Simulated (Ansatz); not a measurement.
Compounds of In with 3 ligands, in which Cl is traded for F. Quantity: electronic atomisation energy to ground-state atoms, in kcal/mol. Each molecule is optimised on its own at B3LYP-D3(BJ)/def2-TZVP (Ansatz, a program for electronic structure). Correlated levels leave the core frozen unless marked. UHF or UKS for open shells. No spin-orbit coupling. Frozen are the shells of the preceding noble gas and the d and f shells that filled before the atom's block. Past Kr the def2 sets carry scalar-relativistic core potentials. CBS(X,Y): correlation extrapolated as X^-3; Hartree-Fock from the larger set. The bracket is a focal-point correction in the basis named. The first level has limits of its own.

| n(F) | species (SMILES) | RI-MP2/CBS(def2-TZVPPD,def2-QZVPPD)+[CCSD(T)-MP2]/def2-TZVPPD (Ansatz) | PBE/def2-TZVPD (Ansatz) | r2SCAN-D4/def2-TZVPD (Ansatz + dftd4) |
|---|---|---|---|---|
| 0 | [Cl][In]([Cl])[Cl] | 243.4 | 236.0 | 240.6 |
| 1 | [F][In]([Cl])[Cl] | ? | ? | ? |
| 2 | [F][In]([F])[Cl] | 285.7 | 279.6 | 276.1 |
| 3 | [F][In]([F])[F] | 306.4 | 300.1 | 292.6 |

Task: Fit a straight line through the known rows at each level by least squares, predict the withheld row (n(F) = 1), and compare with the run.

Result: 
- The known rows have mean n(F) = 1.66667 and Σ(n(F) - mean)² = 4.6667.
- RI-MP2/CBS(def2-TZVPPD,def2-QZVPPD)+[CCSD(T)-MP2]/def2-TZVPPD: mean 278.500, Σ(n(F) - mean)(y - mean) = 98.100, slope 21.021 kcal/mol a step; the line gives 278.500 + (21.021)×(1 - 1.66667) = 264.5; the run gives 264.6, +0.1 from the line, whose largest residual on the known rows is 0.2.
- PBE/def2-TZVPD: mean 271.900, Σ(n(F) - mean)(y - mean) = 100.000, slope 21.428 kcal/mol a step; the line gives 271.900 + (21.428)×(1 - 1.66667) = 257.6; the run gives 258.2, +0.6 from the line, whose largest residual on the known rows is 0.6.
- r2SCAN-D4/def2-TZVPD: mean 269.767, Σ(n(F) - mean)(y - mean) = 81.167, slope 17.393 kcal/mol a step; the line gives 269.767 + (17.393)×(1 - 1.66667) = 258.2; the run gives 258.7, +0.5 from the line, whose largest residual on the known rows is 0.5.
- PBE minus the first level along the series: -7.4, -6.4, -6.1, -6.3 kcal/mol.
